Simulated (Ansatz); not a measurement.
`NC[SiH2]S` → `C[SiH](N)S`  (isomerisation)

Computed with Ansatz on PBE0-D4/def2-TZVP structures; ΔE is electronic, products minus reactants. CCSD(T)/CBS is the MP2 limit (def2-TZVPP, def2-QZVPP) plus CCSD(T) − MP2 in def2-TZVPP, frozen cores. One conformer a species, not always the lowest.

| species | CCSD(T)/CBS(def2) energy (Eh) |
| --- | --- |
| `NC[SiH2]S` | -783.84080 |
| `C[SiH](N)S` | -783.89968 |

Q: Work out ΔE.

A: ΔE = (-783.89968) − (-783.84080) = -0.05888 Eh = -36.9 kcal/mol.

Largest T1 diagnostic among the species: 0.010.

From PBE to PBE0 (25 % exact exchange), in def2-TZVPP and without D4, ΔE moves by −1.1 kcal/mol.
